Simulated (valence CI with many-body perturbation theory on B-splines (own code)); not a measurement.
Tl74+: electric-dipole lines

Calculated by configuration interaction combined with many-body perturbation theory (CI+MBPT): five valence electrons over a frozen Dirac-Fock core [He], a basis of 9 s, 9 p, 8 d, 6 f, 3 g, 1 h functions for each j, with the one-electron correlation potential Σ1, the two-electron term Σ2, the three-electron term Σ3, Breit, model QED; selected CI, second order for the rest (own B-spline code, finite nucleus).

The last digits are not significant, and no measured levels were compared; by estimate large intervals hold to a few tenths of a per cent, small ones and those within an open d or f shell to about a per cent. Among the levels kept, up to 1200 cm⁻¹ of a level comes from second order outside the variational space, and about a tenth of that is noise between levels of different J, which matters for small intervals.

Lines 201 to 250 of 271 in falling wavelength, among levels below 14118 eV, chosen from the strongest by gf and those to the six lowest levels. Wavelengths and rates use the calculated energies. Electric multipoles are in the length gauge, E1 and E2 with the static RPA response of the core. Weak lines are less certain than strong ones. Lines between different terms over intervals too small for the method are left out, as are lines whose strength nearly cancels. The highest levels of a list are the least certain.

Levels are named by their leading jj configuration (3d3/2^4 stands for four electrons in 3d with j = 3/2), which in mixed levels can hold well under half, so a name can repeat and another be missing. Letters in brackets count levels of one name in rising energy.

```csv
λ vac (Å),Upper,Lower,A (s⁻¹),log gf,Branch %
1.084,(2s^2 2p1/2 2p3/2 3d3/2) J=3/2 [a],(2s^2 2p1/2 2p3/2^2) J=3/2,2.26e+14,-0.80,30.0
1.083,(2s^2 2p1/2 2p3/2 3d3/2) J=5/2 [a],(2s^2 2p1/2 2p3/2^2) J=3/2,6.81e+11,-3.14,0.2
1.083,(2s^2 2p1/2 2p3/2 3d3/2) J=1/2 [a],(2s^2 2p1/2 2p3/2^2) J=3/2,2.18e+14,-1.11,52.8
1.083,(2s 2p1/2^2 2p3/2 3d5/2) J=5/2,(2s 2p1/2^2 2p3/2^2) J=3/2,2.46e+14,-0.59,13.2
1.082,(2s^2 2p1/2 2p3/2 3d3/2) J=5/2 [b],(2s^2 2p1/2 2p3/2^2) J=5/2,3.35e+13,-1.45,1.2
1.082,(2s^2 2p1/2 2p3/2 3d3/2) J=3/2 [b],(2s^2 2p1/2 2p3/2^2) J=5/2,3.11e+14,-0.66,10.9
1.081,(2s 2p1/2^2 2p3/2 3d5/2) J=3/2,(2s 2p1/2^2 2p3/2^2) J=3/2,8.78e+14,-0.21,45.2
1.081,(2s 2p1/2^2 2p3/2 3d5/2) J=3/2,(2s 2p1/2^2 2p3/2^2) J=1/2,7.85e+14,-0.26,40.5
1.080,(2s^2 2p1/2 2p3/2 3d3/2) J=5/2 [b],(2s^2 2p1/2 2p3/2^2) J=3/2,6.33e+13,-1.18,2.3
1.080,(2s^2 2p1/2 2p3/2 3d3/2) J=3/2 [b],(2s^2 2p1/2 2p3/2^2) J=3/2,1.21e+13,-2.07,0.4
1.079,(2s^2 2p1/2 2p3/2 3d3/2) J=1/2 [b],(2s^2 2p1/2 2p3/2^2) J=3/2,1.95e+14,-1.17,6.5
1.078,(2s 2p1/2^2 2p3/2 3d3/2) J=3/2 [b],(2s 2p1/2^2 2p3/2^2) J=5/2,9.20e+13,-1.19,33.0
1.078,(2s 2p1/2^2 2p3/2 3d3/2) J=5/2 [b],(2s 2p1/2^2 2p3/2^2) J=5/2,6.08e+13,-1.20,41.3
1.075,(2s^2 2p1/2 2p3/2 3d5/2) J=3/2 [a],(2s^2 2p1/2 2p3/2^2) J=1/2,9.56e+13,-1.18,5.9
1.072,(2s^2 2p1/2 2p3/2 3d5/2) J=3/2 [b],(2s^2 2p1/2 2p3/2^2) J=1/2,2.05e+15,0.15,88.8
1.072,(2s^2 2p1/2 2p3/2 3d5/2) J=7/2 [a],(2s^2 2p1/2 2p3/2^2) J=5/2,4.33e+13,-1.22,98.7
1.071,(2s^2 2p1/2 2p3/2 3d5/2) J=1/2,(2s^2 2p1/2 2p3/2^2) J=1/2,2.21e+15,-0.12,91.8
1.071,(2s 2p1/2^2 2p3/2 3d5/2) J=5/2,(2s 2p1/2^2 2p3/2^2) J=5/2,1.61e+15,0.22,86.2
1.071,(2s 2p1/2^2 2p3/2 3d5/2) J=7/2,(2s 2p1/2^2 2p3/2^2) J=5/2,2.92e+15,0.60,99.6
1.070,(2s^2 2p1/2^2 3d5/2) J=5/2,(2s^2 2p1/2^2 2p3/2) J=3/2,2.13e+15,0.34,100.0
1.070,(2s^2 2p1/2 2p3/2 3d5/2) J=3/2 [a],(2s^2 2p1/2 2p3/2^2) J=5/2,9.81e+13,-1.17,6.0
1.070,(2s 2p1/2^2 2p3/2 3d5/2) J=3/2,(2s 2p1/2^2 2p3/2^2) J=5/2,2.51e+14,-0.76,12.9
1.069,(2s^2 2p1/2 2p3/2 3d5/2) J=5/2 [a],(2s^2 2p1/2 2p3/2^2) J=5/2,6.42e+14,-0.18,31.0
1.068,(2s^2 2p1/2 2p3/2 3d5/2) J=5/2 [b],(2s^2 2p1/2 2p3/2^2) J=5/2,1.06e+15,0.04,34.6
1.068,(2s 2p1/2^2 2p3/2 3p3/2) J=3/2 [a],(2s^2 2p1/2 2p3/2^2) J=1/2,1.50e+13,-1.99,3.2
1.068,(2s^2 2p1/2 2p3/2 3d5/2) J=3/2 [a],(2s^2 2p1/2 2p3/2^2) J=3/2,1.42e+15,-0.01,87.7
1.067,(2s^2 2p1/2 2p3/2 3d5/2) J=5/2 [a],(2s^2 2p1/2 2p3/2^2) J=3/2,1.42e+15,0.16,68.6
1.067,(2s^2 2p1/2 2p3/2 3d5/2) J=7/2 [b],(2s^2 2p1/2 2p3/2^2) J=5/2,3.43e+15,0.67,100.0
1.066,(2s^2 2p1/2 2p3/2 3d5/2) J=3/2 [b],(2s^2 2p1/2 2p3/2^2) J=5/2,2.45e+14,-0.78,10.6
1.066,(2s^2 2p1/2 2p3/2 3d5/2) J=5/2 [b],(2s^2 2p1/2 2p3/2^2) J=3/2,1.99e+15,0.31,64.9
1.065,(2s 2p1/2^2 2p3/2 3p3/2) J=1/2 [a],(2s^2 2p1/2 2p3/2^2) J=1/2,3.97e+11,-3.87,0.1
1.064,(2s^2 2p1/2 2p3/2 3d5/2) J=3/2 [b],(2s^2 2p1/2 2p3/2^2) J=3/2,1.06e+13,-2.14,0.5
1.064,(2s^2 2p1/2 2p3/2 3d5/2) J=1/2,(2s^2 2p1/2 2p3/2^2) J=3/2,1.96e+14,-1.18,8.2
1.063,(2s 2p1/2^2 2p3/2 3p3/2) J=7/2,(2s^2 2p1/2 2p3/2^2) J=5/2,2.86e+13,-1.41,84.2
1.062,(2s 2p1/2^2 2p3/2 3p3/2) J=3/2 [a],(2s^2 2p1/2 2p3/2^2) J=5/2,4.59e+12,-2.51,1.0
1.060,(2s 2p1/2^2 2p3/2 3p3/2) J=5/2 [a],(2s^2 2p1/2 2p3/2^2) J=5/2,9.37e+12,-2.02,2.2
1.060,(2s 2p1/2^2 2p3/2 3p3/2) J=3/2 [a],(2s^2 2p1/2 2p3/2^2) J=3/2,1.37e+13,-2.03,3.0
1.058,(2s 2p1/2^2 2p3/2 3p3/2) J=5/2 [a],(2s^2 2p1/2 2p3/2^2) J=3/2,3.39e+13,-1.47,7.8
1.058,(2s 2p1/2^2 2p3/2 3p3/2) J=1/2 [a],(2s^2 2p1/2 2p3/2^2) J=3/2,1.48e+10,-5.30,0.0
1.057,(2s 2p1/2^2 2p3/2 3p3/2) J=3/2 [b],(2s^2 2p1/2 2p3/2^2) J=1/2,2.10e+12,-2.85,0.7
1.057,(2s 2p1/2^2 2p3/2 3p3/2) J=1/2 [b],(2s^2 2p1/2 2p3/2^2) J=1/2,1.67e+13,-2.25,28.5
1.053,(2s 2p1/2^2 2p3/2 3p3/2) J=5/2 [b],(2s^2 2p1/2 2p3/2^2) J=5/2,2.51e+12,-2.60,0.7
1.052,(2s 2p1/2^2 2p3/2 3p3/2) J=3/2 [b],(2s^2 2p1/2 2p3/2^2) J=5/2,1.02e+12,-3.17,0.3
1.051,(2s 2p1/2^2 2p3/2 3p3/2) J=5/2 [b],(2s^2 2p1/2 2p3/2^2) J=3/2,1.15e+13,-1.94,3.2
1.050,(2s 2p1/2^2 2p3/2 3p3/2) J=3/2 [b],(2s^2 2p1/2 2p3/2^2) J=3/2,4.43e+12,-2.53,1.4
1.049,(2s 2p1/2^2 2p3/2 3p3/2) J=1/2 [b],(2s^2 2p1/2 2p3/2^2) J=3/2,2.23e+12,-3.13,3.8
0.9764,(2s^2 2p1/2 2p3/2 3s) J=3/2 [a],(2s^2 2p1/2^2 2p3/2) J=3/2,3.86e+13,-1.66,17.1
0.9755,(2s^2 2p1/2 2p3/2 3s) J=1/2,(2s^2 2p1/2^2 2p3/2) J=3/2,7.01e+13,-1.70,14.1
0.9749,(2s^2 2p1/2 2p3/2 3s) J=5/2,(2s^2 2p1/2^2 2p3/2) J=3/2,6.97e+13,-1.22,27.5
0.9743,(2s^2 2p1/2 2p3/2 3s) J=3/2 [b],(2s^2 2p1/2^2 2p3/2) J=3/2,4.17e+13,-1.62,8.9
```

(1) How does gf follow from A for the line at 1.065 Å?

Answers

(1) gf = 1.4992 × (2J+1)_upper × A / σ², with σ = 93859428 cm⁻¹ and 2J+1 = 2: gf = 0.000135.
